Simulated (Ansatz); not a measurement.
`O=P(O)(O)C12CC3CC(CC(C3)C1)C2` with charge +1. Charge 1, multiplicity 2. Geometry PBE-D4/def2-SVP, that of the neutral singlet; atoms count from 1.

```xyz
31

O     2.467   -0.346    2.658
P     0.978   -0.204    2.487
O     0.351    1.127    3.233
O     0.117   -1.466    3.111
C     0.308   -0.065    0.794
C    -1.233    0.073    0.792
C    -1.729    0.186   -0.664
C    -1.324   -1.079   -1.447
C     0.212   -1.217   -1.447
C     0.841    0.023   -2.111
C     0.436    1.288   -1.330
C    -1.099    1.426   -1.330
C     0.941    1.180    0.122
C     0.716   -1.335    0.004
H     1.038    1.488    3.827
H     0.723   -1.994    3.668
H    -1.530    0.971    1.373
H    -1.690   -0.807    1.290
H    -2.835    0.285   -0.661
H    -1.702   -1.020   -2.490
H    -1.787   -1.978   -0.986
H     0.506   -2.131   -2.006
H     0.505    0.103   -3.168
H     1.948   -0.075   -2.131
H     0.893    2.184   -1.804
H    -1.473    1.532   -2.371
H    -1.400    2.346   -0.783
H     2.048    1.093    0.147
H     0.670    2.090    0.697
H     1.820   -1.449    0.028
H     0.283   -2.231    0.495
```

Question: Estimate the Mulliken populations of the heavy atoms from the PBE0/def2-SVP orbitals of Ansatz.

Answer: 
```
atom  charge (e)  spin (α − β)
  O1       -0.37          0.29
  P2        1.06          0.02
  O3       -0.36          0.03
  O4       -0.36          0.03
  C5       -0.68          0.10
  C6        0.11          0.07
  C7       -0.19          0.07
  C8        0.03          0.00
  C9       -0.18          0.05
 C10        0.03          0.00
 C11       -0.18          0.05
 C12        0.03          0.00
 C13        0.10          0.06
 C14        0.10          0.06
```
Mulliken values depend strongly on the basis.

Question: Where does the spin sit?

Answer: Summed by element: O 0.35, P 0.02, C 0.47, H 0.16, of 1 unpaired in all. Largest on single atoms: O1 0.29, C5 0.10, C6 0.07.

Question: And the Mayer bond orders between heavy atoms (over 0.3)?

Answer: O1–P2 1.77 (1.51 Å); P2–O3 1.11 (1.65 Å); P2–O4 1.11 (1.65 Å); P2–C5 0.80 (1.83 Å); C5–C6 0.95 (1.55 Å); C5–C13 0.95 (1.55 Å); C5–C14 0.95 (1.55 Å); C6–C7 0.95 (1.54 Å); C7–C8 1.03 (1.54 Å); C7–C12 1.03 (1.54 Å); C8–C9 1.03 (1.54 Å); C9–C10 1.03 (1.54 Å); C9–C14 0.97 (1.54 Å); C10–C11 1.03 (1.54 Å); C11–C12 1.03 (1.54 Å); C11–C13 0.97 (1.54 Å).
